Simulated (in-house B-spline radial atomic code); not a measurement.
# Ionising the rubidium ion Rb²⁺ with different functionals

Computed with an all-electron radial atomic-structure program (B-spline basis): scalar-relativistic (spin-free X2C) Hamiltonian, Fermi nucleus of rms radius 4.2036 fm, spin-polarised at highest spin, spherical fractional occupations for the functionals, and exact exchange of hybrids averaged over the configuration. The ionisation energy is the difference of two self-consistent energies, [Ar] 3d10 4s2 4p5 → [Ar] 3d10 4s2 4p4, without Breit or QED terms; ε is the level of the shell that loses the electron (its least bound occupied spin orbital). There is no spin-orbit coupling in this Hamiltonian.

| method | rung | ΔSCF (eV) | -ε(4p) (eV) |
| --- | --- | --- | --- |
| PBE0 | global hybrid | ? | ? |
| B3LYP | global hybrid | 39.39 | 34.63 |
| TPSSh | global hybrid | 39.37 | 34.02 |
| M06-2X | global hybrid | 39.34 | 36.84 |
| BHandHLYP | global hybrid | 39.22 | 36.50 |
| r2SCAN0 | global hybrid | 39.46 | 35.17 |
| B97-1 | global hybrid | 39.26 | 34.61 |
| HSE06 | range-separated hybrid | 39.30 | 34.50 |
| wB97X | range-separated hybrid | 39.18 | 37.44 |
| CAM-B3LYP | range-separated hybrid | ? | ? |
| LC-wPBE | range-separated hybrid | 39.40 | 38.03 |

Q: What does CAM-B3LYP give?

A: ΔSCF 39.39 eV, and -ε(4p) = 36.48 eV.

Q: What does PBE0 give?

A: ΔSCF 39.31 eV, and -ε(4p) = 34.94 eV.

Q: Among the functionals, which spreads more, the ΔSCF values or the orbital energies?

A: The orbital energies: ΔSCF values span about 0.28 eV and the orbital energies 4.02 eV; here energy differences depend much less on the functional than eigenvalues do.

Q: How do they compare with the NIST value?

A: NIST lists 39.247 eV ± 0.003 (semi-empirical, ground level to ground level). Errors run from -0.07 to +0.21 eV; B97-1 is closest (+0.01 eV), but part of that can be cancellation, since the calculations leave out spin-orbit coupling, Breit-QED terms, multiplet and fine-structure energies.
